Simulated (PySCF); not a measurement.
# Vibration and rotation of TeN

BP86 constants of TeN, ²Π (doublet), unpaired electrons π ↑ (basis Te def2-SVPD with ECP28, N def2-SVPD; scalar-relativistic core potentials; PySCF 2.14; masses 129.9062 and 14.0031 u):

```
ωe              : 791.8 cm⁻¹
ωexe            : 4.94 cm⁻¹
Be              : 0.37386 cm⁻¹
αe              : 0.00247 cm⁻¹
D (centrifugal) : 3.33e-07 cm⁻¹
De to Te + N    : 3.50 eV
```

Question: Give the vibrational terms G(v) and spacings up to v = 3.

Answer: G(v) = ωe(v+½) − ωexe(v+½)².

| v | G(v) (cm⁻¹) | G(v) − G(v−1) | Bv (cm⁻¹) |
| --- | --- | --- | --- |
| 0 | 395 |  | 0.3726 |
| 1 | 1177 | 782 | 0.3702 |
| 2 | 1949 | 772 | 0.3677 |
| 3 | 2711 | 762 | 0.3652 |

Question: How well does the Morse estimate ωe²/(4ωexe) reproduce De, and what is D0?

Answer: It gives 3.93 eV, 112 % of the computed De. D0 = De − G(0) = 3.50 − 0.05 = 3.45 eV.

Spin–orbit coupling is left out, which matters for elements this heavy, above all for dissociation energies. The state was picked by a PBE0 search and need not be the measured ground state.
